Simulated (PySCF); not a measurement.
# Computed records: AlFH3OSi, ClFH3Si2, CH3AlFSi, BFH5Si2 and others

Computed with PySCF 2.14.0. Calculation on a computer-drawn molecule: optimised geometry and harmonic frequencies of an isolated molecule of the commonest isotopes, restricted reference for singlets and unrestricted otherwise, frozen core in MP2.

Common to all runs: basis cc-pV(D+d)Z.

```yaml
- entry: 1
  formula: AlFH3OSi
  start_structure:
    atoms_angstrom:
      - [F, -0.3906, 1.2777, 0.8081]
      - [Si, 0.9355, 1.0175, 1.6246]
      - [O, 1.9589, 0.5673, 0.2535]
      - [Al, 2.7212, 0.1176, -1.1134]
      - [H, 0.8771, -0.1568, 2.3848]
      - [H, 1.5345, 2.3017, 2.0522]
      - [H, 3.3482, -0.2281, -2.4078]
  given:
    charge: 1
    multiplicity: 1
    method: HF
    drawn_bonds_atom: [1, 2, 3, 2, 2, 4]
    drawn_bonds_other_atom: [2, 3, 4, 5, 6, 7]
    drawn_bonds_order: [1, 1, 1, 1, 1, 1]
  results:
    optimised_atom_element: [F, Si, O, Al, H, H, H]
    "optimised_atom_x [angstrom]": [-0.4188, 0.9762, 1.995, 2.685, 0.8644, 1.505, 3.378]
    "optimised_atom_y [angstrom]": [1.281, 1.017, 0.5462, 0.146, -0.1122, 2.26, -0.2414]
    "optimised_atom_z [angstrom]": [0.811, 1.541, 0.2743, -1.126, 2.455, 2.088, -2.441]
    "modes_frequency [cm^-1]": [80.45, 142.0, 346.4, 432.8, 444.1, 567.2, 749.9, 770.5, 916.1, 993.5, 1042, 1188, 2183, 2437, 2455]
    "modes_reduced_mass [dalton]": [7.399, 3.443, 4.439, 1.195, 1.409, 9.656, 1.392, 1.062, 4.221, 1.344, 1.147, 8.451, 1.053, 1.026, 1.059]
    "rotational_constants [GHz]": [14.48, 2.194, 1.951]
    "total_energy [hartree]": -706.7961
    "convergence_status_largest_gradient_component [hartree/bohr]": 4.336e-05
- entry: 2
  formula: AlFH3OSi
  start_structure:
    atoms_angstrom:
      - [F, -0.4188, 1.2815, 0.811]
      - [Si, 0.9762, 1.0171, 1.5406]
      - [O, 1.9945, 0.5462, 0.2743]
      - [Al, 2.6855, 0.146, -1.1262]
      - [H, 0.8644, -0.1122, 2.4548]
      - [H, 1.5054, 2.2596, 2.0882]
      - [H, 3.3777, -0.2414, -2.4408]
  given:
    charge: 1
    multiplicity: 1
    method: MP2
    drawn_bonds_atom: [1, 2, 3, 2, 2, 4]
    drawn_bonds_other_atom: [2, 3, 4, 5, 6, 7]
    drawn_bonds_order: [1, 1, 1, 1, 1, 1]
  results:
    optimised_atom_element: [F, Si, O, Al, H, H, H]
    "optimised_atom_x [angstrom]": [-0.442, 0.9608, 2.03, 2.696, 0.859, 1.503, 3.379]
    "optimised_atom_y [angstrom]": [1.287, 1.024, 0.5417, 0.1408, -0.1181, 2.269, -0.2475]
    "optimised_atom_z [angstrom]": [0.805, 1.556, 0.2942, -1.143, 2.462, 2.096, -2.469]
    "modes_frequency [cm^-1]": [61.98, 111.9, 318.1, 400.2, 408.0, 530.1, 704.4, 731.1, 882.7, 947.8, 995.1, 1126, 2131, 2385, 2413]
    "modes_reduced_mass [dalton]": [7.862, 3.816, 6.327, 1.17, 1.277, 10.05, 1.367, 1.059, 3.242, 1.336, 1.239, 8.769, 1.052, 1.027, 1.06]
    "rotational_constants [GHz]": [13.94, 2.147, 1.905]
    "total_energy [hartree]": -707.3054
    "convergence_status_largest_gradient_component [hartree/bohr]": 3.128e-05
- entry: 3
  formula: ClFH3Si2
  start_structure:
    atoms_angstrom:
      - [F, -0.8605, -1.5237, -0.6355]
      - [Si, -0.1652, -1.2965, -2.0853]
      - [Si, -0.6036, 0.8836, -2.6834]
      - [Cl, -1.2121, -2.5145, -3.3573]
      - [H, 1.088, -2.0071, -1.8844]
      - [H, -0.0133, 1.9411, -1.8599]
      - [H, -0.4141, 1.2621, -4.0607]
  given:
    charge: 0
    multiplicity: 2
    method: HF
    drawn_bonds_atom: [1, 2, 2, 2, 3, 3]
    drawn_bonds_other_atom: [2, 3, 4, 5, 6, 7]
    drawn_bonds_order: [1, 1, 1, 1, 1, 1]
  results:
    optimised_atom_element: [F, Si, Si, Cl, H, H, H]
    "optimised_atom_x [angstrom]": [-0.8862, -0.2626, -0.6506, -1.252, 1.134, 0.0419, -0.3051]
    "optimised_atom_y [angstrom]": [-1.549, -1.316, 0.9096, -2.564, -1.765, 1.872, 1.157]
    "optimised_atom_z [angstrom]": [-0.5901, -2.058, -2.675, -3.365, -1.999, -1.788, -4.092]
    "modes_frequency [cm^-1]": [110.8, 138.7, 208.6, 267.7, 437.7, 549.0, 587.1, 599.1, 843.4, 874.2, 914.7, 990.2, 2307, 2323, 2369]
    "modes_reduced_mass [dalton]": [1.235, 3.621, 8.788, 13.0, 4.979, 1.552, 1.681, 2.004, 1.126, 1.579, 2.951, 1.074, 1.03, 1.053, 1.042]
    "rotational_constants [GHz]": [4.344, 2.215, 1.587]
    "total_energy [hartree]": -1138.6414
    spin_squared: 0.7579
    "convergence_status_largest_gradient_component [hartree/bohr]": 1.367e-05
- entry: 4
  formula: ClFH3Si2
  start_structure:
    atoms_angstrom:
      - [F, -0.8862, -1.5487, -0.5901]
      - [Si, -0.2626, -1.3158, -2.0576]
      - [Si, -0.6506, 0.9096, -2.6748]
      - [Cl, -1.2522, -2.5641, -3.3651]
      - [H, 1.134, -1.765, -1.9989]
      - [H, 0.0419, 1.8723, -1.7875]
      - [H, -0.3051, 1.1569, -4.0925]
  given:
    charge: 0
    multiplicity: 2
    method: MP2
    drawn_bonds_atom: [1, 2, 2, 2, 3, 3]
    drawn_bonds_other_atom: [2, 3, 4, 5, 6, 7]
    drawn_bonds_order: [1, 1, 1, 1, 1, 1]
  results:
    optimised_atom_element: [F, Si, Si, Cl, H, H, H]
    "optimised_atom_x [angstrom]": [-0.8966, -0.2617, -0.6324, -1.239, 1.138, 0.049, -0.3386]
    "optimised_atom_y [angstrom]": [-1.558, -1.321, 0.8971, -2.531, -1.779, 1.891, 1.145]
    "optimised_atom_z [angstrom]": [-0.5662, -2.05, -2.668, -3.395, -1.986, -1.803, -4.099]
    "modes_frequency [cm^-1]": [110.5, 135.4, 198.1, 256.4, 433.3, 513.6, 522.3, 582.7, 800.0, 836.2, 886.0, 941.9, 2271, 2297, 2311]
    "modes_reduced_mass [dalton]": [1.495, 2.367, 8.138, 12.09, 4.269, 1.286, 1.309, 6.544, 1.137, 1.49, 3.256, 1.084, 1.029, 1.054, 1.043]
    "rotational_constants [GHz]": [4.226, 2.258, 1.592]
    "total_energy [hartree]": -1139.1403
    spin_squared: 0.7584
    "convergence_status_largest_gradient_component [hartree/bohr]": 1.519e-05
- entry: 5
  formula: CH3AlFSi
  start_structure:
    atoms_angstrom:
      - [F, 1.357, 0.5524, 1.3904]
      - [Si, 0.3891, -0.4074, 0.5207]
      - [C, 0.0909, 0.0506, -1.1335]
      - [Al, -0.5704, -0.9428, -2.6793]
      - [H, -0.1129, -1.3107, 1.5112]
      - [H, 0.9327, 0.7793, -1.5783]
      - [H, -1.0295, -1.6517, -3.8546]
  given:
    charge: 1
    multiplicity: 1
    method: HF
    drawn_bonds_atom: [1, 2, 3, 2, 3, 4]
    drawn_bonds_other_atom: [2, 3, 4, 5, 6, 7]
    drawn_bonds_order: [1, 2, 1, 1, 1, 1]
  results:
    optimised_atom_element: [F, Si, C, Al, H, H, H]
    "optimised_atom_x [angstrom]": [1.232, 0.433, 0.3664, -0.4861, -0.203, 0.9168, -1.202]
    "optimised_atom_y [angstrom]": [0.6011, -0.3227, -0.01525, -0.9348, -1.421, 0.8675, -1.705]
    "optimised_atom_z [angstrom]": [1.463, 0.4708, -1.203, -2.535, 1.184, -1.539, -3.665]
    "modes_frequency [cm^-1]": [115.0, 132.5, 301.3, 443.4, 460.0, 553.2, 682.4, 724.3, 890.5, 976.1, 998.0, 1230, 2158, 2466, 3252]
    "modes_reduced_mass [dalton]": [5.829, 4.478, 6.038, 1.329, 1.179, 1.607, 1.073, 5.938, 1.134, 5.1, 1.428, 5.551, 1.048, 1.045, 1.084]
    "rotational_constants [GHz]": [32.94, 1.777, 1.686]
    "total_energy [hartree]": -669.6714
    "convergence_status_largest_gradient_component [hartree/bohr]": 1.613e-05
- entry: 6
  formula: CH3AlFSi
  start_structure:
    atoms_angstrom:
      - [F, 1.2322, 0.6011, 1.4631]
      - [Si, 0.433, -0.3227, 0.4708]
      - [C, 0.3664, -0.0152, -1.2031]
      - [Al, -0.4861, -0.9348, -2.5346]
      - [H, -0.203, -1.4212, 1.1844]
      - [H, 0.9168, 0.8675, -1.5394]
      - [H, -1.2023, -1.7049, -3.6646]
  given:
    charge: 1
    multiplicity: 1
    method: MP2
    drawn_bonds_atom: [1, 2, 3, 2, 3, 4]
    drawn_bonds_other_atom: [2, 3, 4, 5, 6, 7]
    drawn_bonds_order: [1, 2, 1, 1, 1, 1]
  results:
    optimised_atom_element: [F, Si, C, Al, H, H, H]
    "optimised_atom_x [angstrom]": [1.227, 0.4353, 0.3928, -0.4862, -0.232, 0.9459, -1.226]
    "optimised_atom_y [angstrom]": [0.5801, -0.3174, 0.02783, -0.9392, -1.447, 0.9174, -1.752]
    "optimised_atom_z [angstrom]": [1.519, 0.4629, -1.222, -2.517, 1.114, -1.571, -3.609]
    "modes_frequency [cm^-1]": [104.0, 116.5, 281.8, 419.9, 427.6, 486.8, 644.0, 701.8, 830.9, 923.2, 935.9, 1162, 2105, 2394, 3166]
    "modes_reduced_mass [dalton]": [6.196, 4.549, 6.167, 1.309, 1.236, 1.515, 1.069, 5.842, 1.127, 1.188, 10.87, 7.618, 1.048, 1.045, 1.085]
    "rotational_constants [GHz]": [32.05, 1.768, 1.676]
    "total_energy [hartree]": -670.1271
    "convergence_status_largest_gradient_component [hartree/bohr]": 9.109e-06
- entry: 7
  formula: BFH5Si2
  start_structure:
    atoms_angstrom:
      - [F, -1.6315, -0.007, 2.7737]
      - [Si, -1.2297, -0.0313, 1.1716]
      - [B, 0.0976, -1.211, 0.4765]
      - [Si, 0.5783, -1.3201, -1.4328]
      - [H, -2.2367, 0.9011, 0.7687]
      - [H, 0.6829, -1.895, 1.2358]
      - [H, -0.2325, -0.4623, -2.3029]
      - [H, 0.3906, -2.6369, -2.068]
      - [H, 1.9568, -0.9044, -1.81]
  given:
    charge: 0
    multiplicity: 2
    method: HF
    drawn_bonds_atom: [1, 2, 3, 2, 3, 4, 4, 4]
    drawn_bonds_other_atom: [2, 3, 4, 5, 6, 7, 8, 9]
    drawn_bonds_order: [1, 1, 1, 1, 1, 1, 1, 1]
  results:
    optimised_atom_element: [F, Si, B, Si, H, H, H, H, H]
    "optimised_atom_x [angstrom]": [-1.622, -1.225, 0.1333, 0.5291, -2.108, 0.7472, -0.3423, 0.3242, 1.94]
    "optimised_atom_y [angstrom]": [0.004458, -0.103, -1.236, -1.271, 0.8279, -1.926, -0.3439, -2.639, -0.8802]
    "optimised_atom_z [angstrom]": [2.772, 1.215, 0.5157, -1.477, 0.5011, 1.278, -2.246, -2.019, -1.729]
    "modes_frequency [cm^-1]": [103.3, 113.9, 120.4, 255.8, 297.2, 509.3, 547.3, 697.6, 704.6, 779.2, 892.3, 908.4, 996.1, 1021, 1031, 1054, 2277, 2287, 2295, 2387, 2726]
    "modes_reduced_mass [dalton]": [1.386, 4.482, 3.369, 8.76, 1.311, 1.686, 1.076, 2.342, 1.346, 2.436, 1.257, 2.709, 1.178, 1.112, 1.036, 1.872, 1.047, 1.05, 1.022, 1.043, 1.092]
    "rotational_constants [GHz]": [21.74, 1.472, 1.401]
    "total_energy [hartree]": -704.8988
    spin_squared: 0.7606
    "convergence_status_largest_gradient_component [hartree/bohr]": 2.253e-05
- entry: 8
  formula: Cl2FSi
  start_structure:
    atoms_angstrom:
      - [F, -2.9745, 1.0273, 0.5379]
      - [Si, -3.0192, 0.9491, 2.2001]
      - [Cl, -2.373, -0.9281, 2.6986]
      - [Cl, -1.7491, 2.4148, 2.7784]
  given:
    charge: 0
    multiplicity: 2
    method: HF
    drawn_bonds_atom: [1, 2, 2]
    drawn_bonds_other_atom: [2, 3, 4]
    drawn_bonds_order: [1, 1, 1]
  results:
    optimised_atom_element: [F, Si, Cl, Cl]
    "optimised_atom_x [angstrom]": [-3.003, -3.012, -2.365, -1.736]
    "optimised_atom_y [angstrom]": [1.006, 0.9547, -0.9006, 2.403]
    "optimised_atom_z [angstrom]": [0.544, 2.144, 2.708, 2.819]
    "modes_frequency [cm^-1]": [182.9, 247.2, 308.6, 537.0, 624.0, 922.3]
    "modes_reduced_mass [dalton]": [30.63, 22.8, 25.58, 30.34, 29.95, 22.05]
    "rotational_constants [GHz]": [4.991, 2.449, 1.738]
    "total_energy [hartree]": -1307.5133
    spin_squared: 0.7543
    "convergence_status_largest_gradient_component [hartree/bohr]": 1.164e-05
- entry: 9
  formula: Cl2FSi
  start_structure:
    atoms_angstrom:
      - [F, -3.0027, 1.0064, 0.544]
      - [Si, -3.0116, 0.9547, 2.1436]
      - [Cl, -2.365, -0.9006, 2.7085]
      - [Cl, -1.7364, 2.4027, 2.819]
  given:
    charge: 0
    multiplicity: 2
    method: MP2
    drawn_bonds_atom: [1, 2, 2]
    drawn_bonds_other_atom: [2, 3, 4]
    drawn_bonds_order: [1, 1, 1]
  results:
    optimised_atom_element: [F, Si, Cl, Cl]
    "optimised_atom_x [angstrom]": [-3.014, -3.006, -2.362, -1.733]
    "optimised_atom_y [angstrom]": [1.009, 0.9537, -0.9033, 2.403]
    "optimised_atom_z [angstrom]": [0.5209, 2.143, 2.72, 2.831]
    "modes_frequency [cm^-1]": [174.4, 232.4, 294.5, 524.7, 617.0, 885.0]
    "modes_reduced_mass [dalton]": [30.6, 22.83, 25.62, 30.24, 29.99, 22.12]
    "rotational_constants [GHz]": [4.864, 2.446, 1.719]
    "total_energy [hartree]": -1308.0456
    spin_squared: 0.7544
    "convergence_status_largest_gradient_component [hartree/bohr]": 3.273e-05
- entry: 10
  formula: BFH4Si2
  start_structure:
    atoms_angstrom:
      - [F, -0.9963, 2.549, -1.7151]
      - [Si, -0.9447, 1.0672, -0.9105]
      - [B, -0.0717, -0.4852, -0.8277]
      - [Si, 1.1535, -0.7177, 0.7074]
      - [H, -0.631, -1.5249, -1.2173]
      - [H, 2.3312, -1.5494, 0.3819]
      - [H, 0.5353, -1.2052, 1.8569]
      - [H, 1.7477, 0.5889, 1.1994]
  given:
    charge: 0
    multiplicity: 1
    method: HF
    drawn_bonds_atom: [1, 2, 3, 3, 4, 4, 4]
    drawn_bonds_other_atom: [2, 3, 4, 5, 6, 7, 8]
    drawn_bonds_order: [1, 1, 1, 1, 1, 1, 1]
  results:
    optimised_atom_element: [F, Si, B, Si, H, H, H, H]
    "optimised_atom_x [angstrom]": [-0.385, -1.386, -0.3529, 1.19, -0.6809, 2.37, 0.7678, 1.6]
    "optimised_atom_y [angstrom]": [1.946, 1.39, -0.3662, -0.6544, -1.342, -1.184, -1.649, 0.5822]
    "optimised_atom_z [angstrom]": [-2.034, -0.8549, -0.543, 0.7682, -1.17, 0.04026, 1.789, 1.48]
    "modes_frequency [cm^-1]": [51.07, 70.56, 136.5, 179.6, 449.8, 503.1, 593.0, 708.4, 743.7, 831.7, 937.0, 986.8, 1018, 1036, 2284, 2293, 2299, 2669]
    "modes_reduced_mass [dalton]": [1.245, 3.766, 5.408, 3.014, 2.882, 1.091, 1.342, 2.668, 2.026, 16.87, 1.569, 1.111, 1.049, 1.036, 1.047, 1.047, 1.026, 1.09]
    "rotational_constants [GHz]": [10.63, 1.725, 1.618]
    "total_energy [hartree]": -704.2895
    "convergence_status_largest_gradient_component [hartree/bohr]": 1.9e-05
```
